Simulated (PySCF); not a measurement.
CH9BGeSi, BGe2H5O (calculated)

Computed with PySCF 2.14.0. Calculation on a computer-drawn molecule: the log of a Hartree-Fock and frozen-core CCSD(T) single point meant for a local Hartree-Fock minimum, with one planted fault or none, to be diagnosed. Offsets are logged minus clean, where the clean run is the same molecule without the fault. The reference is restricted for singlets and unrestricted otherwise, and also for a bond in bohr or an excited solution. Adding or removing an electron swaps singlet and doublet. The excited solution moves the top pair (singlet) or top alpha electron (doublet) to the lowest empty orbital. Highest occupied and lowest empty are orbital energies over both spins, largest force is the largest gradient component, triples share is (T) over the correlation energy, the T1 limit is 0.02 restricted and 0.045 unrestricted, electrons count all cores, a negative frequency is imaginary (commonest isotopes), and the dipole is about the centre of nuclear charge; on germanium a core potential holds 10 electrons, which the energies leave out, and 3d is frozen in MP2 and coupled-cluster steps.

Common to all runs: meant charge 0; meant multiplicity 1; meant basis and core potential on germanium cc-pVDZ-PP ECP10MDF; logged SCF converged yes; possible faults no fault, one electron removed, one electron added, multiplicity raised by two, geometry at a saddle point, SCF held on an excited solution, minimal basis STO-3G, one bond length entered in bohr, all coordinates scaled.

(1) 
```xyz
13
formula=CH9BGeSi meant_basis=cc-pV(D+d)Z logged_electrons=66 logged_basis_functions=119 logged_spin_squared=0 logged_highest_occupied=-5.3598 logged_lowest_empty=-3.6864 logged_largest_force=0.086379 logged_CC_converged=no logged_dipole_magnitude=5.0933 logged_SCF_stable_within_its_kind=no logged_energy_HF=-649.69365 planted_fault=SCF_held_on_an_excited_solution HF_energy_offset_from_clean_run=239.8
B     -0.4100    -0.0107     2.0517
Si     0.0177    -1.5780     0.8316
Ge    -1.6864    -1.7158    -0.8822
C     -1.3500    -3.2069    -2.1229
H     -1.1196    -0.1457     3.0099
H     -0.0096     1.0936     1.8061
H      0.0350    -2.8723     1.5631
H      1.3329    -1.4216     0.1559
H     -1.7331    -0.3958    -1.6718
H     -3.0656    -1.9001    -0.2251
H     -1.3402    -4.1547    -1.5818
H     -2.1319    -3.2462    -2.8837
H     -0.3860    -3.0771    -2.6180
```

Units: logged_highest_occupied, logged_lowest_empty in eV; logged_largest_force in hartree/bohr; logged_dipole_magnitude in debye; logged_energy_HF in hartree; HF_energy_offset_from_clean_run in kcal/mol.

Drawn bonds:
```csv
atom,other atom,order
1,2,1
2,3,1
3,4,1
1,5,1
1,6,1
2,7,1
2,8,1
3,9,1
3,10,1
4,11,1
4,12,1
4,13,1
```

Notes: CCSD not converged.

(2) 
```xyz
9
formula=BGe2H5O meant_basis=cc-pVDZ logged_electrons=83 logged_basis_functions=99 logged_spin_squared=0.7632 logged_highest_occupied=-0.87018 logged_lowest_empty=6.7039 logged_largest_force=0.034595 logged_T1_diagnostic=0.018857 logged_D1_diagnostic=0.061015 logged_triples_share=0.028468 logged_CC_converged=yes logged_dipole_magnitude=9.3805 logged_SCF_stable_within_its_kind=yes logged_energy_HF=-689.22125 logged_energy_CCSD(T)=-689.74072 planted_fault=one_electron_added HF_energy_offset_from_clean_run=-3.115 CCSD(T)_energy_offset_from_clean_run=-10.4
Ge     1.2317     1.6676     3.4421
B      2.2182     3.0829     2.1768
O      2.2618     3.1293     0.8321
Ge     1.6142     1.9852    -0.3872
H      2.5376     0.7731     3.5607
H      2.7792     3.9823     2.7726
H      2.8006     1.4686    -1.1890
H      0.6302     2.7633    -1.2502
H      0.9185     0.8554     0.3813
```

Units: logged_highest_occupied, logged_lowest_empty in eV; logged_largest_force in hartree/bohr; logged_dipole_magnitude in debye; logged_energy_HF, logged_energy_CCSD(T) in hartree; HF_energy_offset_from_clean_run, CCSD(T)_energy_offset_from_clean_run in kcal/mol.

Drawn bonds:
```csv
atom,other atom,order
1,2,1
2,3,1
3,4,1
1,5,1
2,6,1
4,7,1
4,8,1
4,9,1
```
